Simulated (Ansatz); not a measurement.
Species: C2H6ClSi (charge 0, doublet). It need not be the lowest isomer of its formula. SMILES: C[Si](C)Cl
Geometry: optimised at B3LYP-D3(BJ)/def2-TZVP (Ansatz, a program for electronic structure).

Parts of the frozen-core correlation energy in STO-3G (Ansatz, hartree). Frozen orbitals: 12; correlated occupied orbitals by spin: 13 and 12; virtual: 9 and 10. UHF or UKS for open shells. Spin-orbit coupling is left out. No relativistic terms.

```tsv
term	value
reference (HF)	-818.53979
MP2 opposite-spin	?
MP2 same-spin	-0.01391
CCSD correlation	?
(T)	?
T1 diagnostic	0.006
largest doubles amplitude	0.041
<S^2> of the reference	0.751
```

Complete the blanks.


- MP2 opposite-spin, value: -0.12151
- CCSD correlation, value: -0.18049
- (T), value: -0.00141
